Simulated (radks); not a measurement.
Task: The calcium ion Ca16+, [He] 2s2. All-electron calculation, non-relativistic Kohn-Sham, exchange-only PBE, spin-polarised, spherical densities, point nucleus. Program: a radial shooting solver on a logarithmic mesh with Libxc functionals. Every spin shell is full or empty, so the densities are truly spherical. Functionals are evaluated on that one density, not self-consistently. Rank these exchange functionals by their error against the exact value of the orbitals, and give that value: LDA, PBE, PBEsol, revPBE, RPBE, AM05, B86b, EV93, revTPSS, SCAN, TASK.

Result: Exact: -15.7785 hartree. From best to worst, with 100 (|E| - |E exact|)/|E exact| (equal figures are ties): B86b -0.04, revPBE +0.26, revTPSS +0.33, SCAN -0.44, RPBE +0.58, PBE -0.90, TASK -3.37, EV93 +4.38, PBEsol -5.12, AM05 -9.86, LDA -12.46.
